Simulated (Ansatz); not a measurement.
Basis-set extrapolation for CH₆Cl₂O₄Si₂, SMILES `O[Si](O)(Cl)C[Si](O)(O)Cl` (PBE0-D4/def2-TZVP geometry, frozen core, Ansatz 0.2.0). Multiplicity 1, RHF reference.

```json
{"": "HF", "def2-TZVPP": "-1838.264682", "def2-QZVPP": "-1838.324804"}
{"": "MP2 correlation", "def2-TZVPP": "-1.739208", "def2-QZVPP": "-1.888819"}
{"": "CCSD(T) correlation", "def2-TZVPP": "-1.861688", "def2-QZVPP": "not run"}
```

Energies in hartree. Use E(X) = E(∞) + A·exp(−7.88·√X) for Hartree–Fock and E(X) = E(∞) + B·X^(−2.97) for correlation, with X = 3 and 4, and add CCSD(T) minus MP2 of the smaller set to the MP2 limit.

Q: What is the CCSD(T) energy at the basis-set limit?

A: HF limit: -1838.324804 + (-0.060122) × 0.13774 = -1838.33309. MP2 limit: -1.888819 + (-0.149611) × 0.74074 = -1.99964. Higher-order term: -1.861688 − (-1.739208) = -0.12248. Total: -1840.45521 hartree, 8.95 eV below CCSD(T)/def2-TZVPP.
